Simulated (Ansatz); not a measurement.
The molecule PN-, multiplicity 2 (lowest of 2S+1 = 2, 4 at CCSD(T)/def2-TZVPP on PBE0 minima; our sources give no spin for the ground state, which may be another). The T1 diagnostic near the minimum is 0.079, so single-reference values are doubtful.

Constants: fifth-degree fit in 1/R to seven points, most abundant isotopes. Runs in def2 and cc sets follow the lowest solution found near the PBE0 minimum.

Codes used: Ansatz (a quantum-chemistry and plane-wave program). 

Energies at B97M-V/def2-TZVPP:

```
R (Å)       E (hartree)
--------  -------------
1.436741  -395.97726407
1.475363  -395.98566776
1.510896  -395.98985206
1.551063  -395.99125738
1.591230  -395.98981980
1.637576  -395.98539511
1.691647  -395.97742238
```

### Question
With a reduced mass of 9.6434 u, find the minimum, the force constant and the constants.

### Answer
A fifth-degree polynomial in 1/R puts the minimum at r_e = 1.5493 Å with force constant 773 N/m. Then ω_e = (1/2πc)√(k/μ) = 1167 cm⁻¹ and B_e = h/(8π²cμr_e²) = 0.7283 cm⁻¹; the cubic and quartic terms give α_e = 0.0053 and ω_e x_e = 5.8 cm⁻¹.
